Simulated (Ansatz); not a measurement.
Born–Oppenheimer molecular dynamics of BH₈NSi₂ (12 atoms, charge 0, multiplicity 1). It starts at the highest image of a converged band, a first-order saddle point between two minima.

Level of theory: Ansatz, RKS BLYP/def2-SVP.

```yaml
ensemble: NVE (velocity Verlet)
time_step: 0.5 fs
steps_asked: 200
starting_velocities_drawn_for: 300 K
seed: 9916
```

First frame:

```xyz
12
Properties=species:S:1:pos:R:3
N -1.213 2.045 -0.187
Si -1.218 0.277 -0.258
B 0.608 -0.622 -0.541
Si 1.717 -1.190 0.895
H -0.705 2.482 0.591
H -0.957 2.534 -1.052
H -1.872 -0.201 1.012
H -2.114 -0.067 -1.415
H 1.214 -0.244 -1.525
H 0.196 -1.815 -0.533
H 1.198 -2.018 2.042
H 3.224 -1.234 1.005
```

Question: How far do the bonds stretch over the last three quarters of this one trajectory? (Pairs bonded in most of those frames.)

Answer: 
```tsv
bond	mean (Å)	spread (Å)	shortest	longest
N1–Si2	1.759	0.024	1.71	1.80
N1–H5	1.025	0.028	0.98	1.07
N1–H6	1.028	0.034	0.98	1.08
Si2–B3	2.023	0.013	2.00	2.06
Si2–H7	1.514	0.005	1.50	1.52
Si2–H8	1.514	0.054	1.44	1.59
B3–Si4	1.918	0.041	1.86	1.99
B3–H9	1.215	0.004	1.21	1.22
B3–H10	1.366	0.074	1.24	1.57
Si4–H11	1.506	0.012	1.49	1.53
Si4–H12	1.512	0.009	1.49	1.53
```

Mean temperature of the second half: 209 K. The conserved energy stayed within 0.27 meV per atom of its start (net change 0.13 meV per atom), so the integration is sound. A run of 0.1 ps of so small a system gives no equilibrium averages. The orbitals stay closed-shell, which can raise the energy where a bond breaks towards radicals; this wasn't checked here.

Time of the run: 3.2 min on 2 threads of Intel(R) Xeon(R) 6975P-C (Granite Rapids) (shared host), peak memory 0.15 GiB.
